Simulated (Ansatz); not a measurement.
```yaml
crystal:
  periodic: [false, false, false]
  atoms:
    - {symbol: C, position_ang: [-0.872004, 1.262951, -0.047167]}
    - {symbol: C, position_ang: [-0.395180, -0.098655, 0.355151]}
    - {symbol: N, position_ang: [-1.062316, -0.751530, 1.219679]}
    - {symbol: Si, position_ang: [1.186341, -0.774313, -0.454348]}
    - {symbol: H, position_ang: [-0.104816, 2.015703, 0.160486]}
    - {symbol: Xx, position_ang: [-1.784433, 1.516178, 0.494268]}
    - {symbol: H, position_ang: [-1.065593, 1.299972, -1.123964]}
    - {symbol: H, position_ang: [-0.639697, -1.661143, 1.410677]}
    - {symbol: H, position_ang: [1.447648, -2.124018, 0.110822]}
    - {symbol: H, position_ang: [2.338752, 0.124137, -0.175608]}
    - {symbol: H, position_ang: [1.016901, -0.866481, -1.929394]}
basis:
  gaussian: {orbitals: "6-31G*"}
magnetization: {spin_polarized: true, initial_magnetization: 0}
hamiltonian: {xc: {name: SVWN5}}
output: {forces: true}
```

```sh
$ ansatz run in.yaml --threads 2 --pin off --events-out ev --progress --plain --max-ram 4352MiB
```

Question: How does Ansatz answer? (Estimate.)

Answer: Computed: The program refused the input.
```
Error: YAML parse error: error: line 9 column 16: `Xx` is not an element symbol (H … Og, case-exact)
 7 |     - {symbol: Si, position_ang: [1.186341, -0.774313, -0.454348]}
 8 |     - {symbol: H, position_ang: [-0.104816, 2.015703, 0.160486]}
 9 |     - {symbol: Xx, position_ang: [-1.784433, 1.516178, 0.494268]}
10 |     - {symbol: H, position_ang: [-1.065593, 1.299972, -1.123964]}
11 |     - {symbol: H, position_ang: [-0.639697, -1.661143, 1.410677]}
```
